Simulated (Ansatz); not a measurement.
`O[BH][AlH][F]` + `[OH][SnH3]` → `OB[O][SnH3]` + `[F][AlH2]`  (cleavage of the B–Al bond)

Computed with Ansatz on PBE0-D4/def2-TZVP structures; ΔE is electronic, products minus reactants. CBS: MP2 limit from def2 TZ/QZ plus the TZ coupled-cluster correction, frozen cores. This one scheme is used for every species. DFT in def2-TZVPP. B3LYP here is the variant with VWN-RPA as its local correlation; programs differ in this. def2 core potentials past Kr. For Sn outer-core shells are correlated without core-valence functions, which leaves a few kJ/mol of doubt a bond. One conformer a species, not always the lowest.

`O[BH][AlH][F]`:

Cartesian coordinates in Å:
```
O -1.125 -1.234 -0.433
B -0.770 -0.029 0.075
Al 1.321 0.457 0.143
F 1.859 1.629 -0.901
H -2.075 -1.388 -0.442
H -1.650 0.704 0.460
H 2.441 -0.140 1.097
```

`[OH][SnH3]`:

```xyz
6

O    -0.903    0.783   -0.909
Sn    0.139   -0.260    0.398
H    -0.394    1.038   -1.682
H     1.459    0.691    0.921
H     0.684   -1.691   -0.362
H    -0.985   -0.560    1.635
```

`OB[O][SnH3]`:

```xyz
9

O    -1.589   -0.064    0.444
B    -1.076   -0.543   -0.738
O     0.238   -0.426   -0.970
Sn    1.454    0.426    0.358
H    -2.535   -0.187    0.530
H    -1.798   -1.060   -1.551
H     1.397   -0.495    1.787
H     0.952    2.037    0.571
H     2.958    0.312   -0.429
```

`[F][AlH2]`:

Z-matrix (Å, degrees):
```
Al
F 1 1.650
H 1 1.576 2 117.0
H 1 1.576 2 117.0 3 -179.9
```

**Question.** Is it downhill or uphill in electronic energy at CCSD(T)/CBS, and by how much? (An estimate is asked.)

**Answer.** The calculation gave: Downhill: ΔE = -46.1 kcal/mol.

**Question.** What do these levels give: B3LYP-D4, ωB97X-V, r2SCAN, B3LYP, MP2/def2-QZVPP, CCSD/CBS(def2)? (Estimate.)

**Answer.** The calculation gave: B3LYP-D4 -46.2, ωB97X-V -45.6, r2SCAN -46.7, B3LYP -45.2, MP2/def2-QZVPP -47.9, CCSD/CBS(def2) -46.2 kcal/mol.

Largest T1 diagnostic among the species: 0.014.

The D4 term adds −1.0 kcal/mol with B3LYP and −0.5 kcal/mol with PBE0; it sums over pairs of atoms, weighted by their polarisabilities, and B3LYP, whose exchange is more repulsive, gets the larger term. In def2-TZVPP, CCSD(T) changes the Hartree–Fock value by +2.8 kcal/mol (the triples alone add +0.1 kcal/mol) and MP2 by +1.2 kcal/mol.
